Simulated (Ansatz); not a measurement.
Input for Ansatz (development build ahead of 0.2.0):

```yaml
crystal:
  periodic: [false, false, false]
  atoms:
    - { symbol: Cu, position_ang: [-0.02095, 0.01309, 0.0275] }
    - { symbol: H, position_ang: [-0.06525, -0.01688, 1.34307] }
basis:
  gaussian: { orbitals: STO-3G }
hamiltonian:
  xc: hf
correlation:
  method: mp2
  frozen_orbitals: { Cu: 5, H: 0 }
```

The input is written out in the form of the current development build from the run's settings.

Results

| Quantity | Value |
| --- | --- |
| Converged | yes |
| Reference energy | -1620.84184 hartree |
| Correlation energy | -0.04552 hartree |
| Total energy | -1620.88736 hartree |
| Spin squared of the determinant | 0.000 |
